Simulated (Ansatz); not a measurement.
`[CH3][GeH]([OH])[BH]O` at its PBE0-D4/def2-TZVP geometry, where that method's forces vanish. The species carries charge 0 and has multiplicity 1.

```xyz
12

C     0.6035   -0.0633    1.5878
Ge    0.6028    0.1920   -0.3464
O     1.4512   -1.2756   -0.9470
B    -1.3023    0.2829   -1.2005
O    -2.4288    0.4116   -0.4693
H     0.0271   -0.9504    1.8561
H     0.1830    0.8044    2.1010
H     1.6280   -0.2020    1.9351
H     1.4666    1.4305   -0.7064
H     1.5240   -1.2940   -1.9033
H    -1.4683    0.2033   -2.3872
H    -2.2868    0.4606    0.4802
```

What forces (eV/Å) does ωB97M-V/def2-TZVPP give on these atoms in the Gaussian-basis code of Ansatz? (Estimate.)

The calculation gave: 
```
C1   0.012 -0.012  0.026
Ge2 -0.044  0.159  0.023
O3   0.021 -0.029 -0.075
B4   0.147 -0.036 -0.211
O5  -0.086  0.017  0.145
H6   0.040  0.065 -0.015
H7   0.026 -0.064 -0.028
H8  -0.081  0.010 -0.023
H9  -0.060 -0.094  0.024
H10  0.012 -0.026  0.041
H11  0.024  0.013  0.149
H12 -0.010 -0.003 -0.057
```
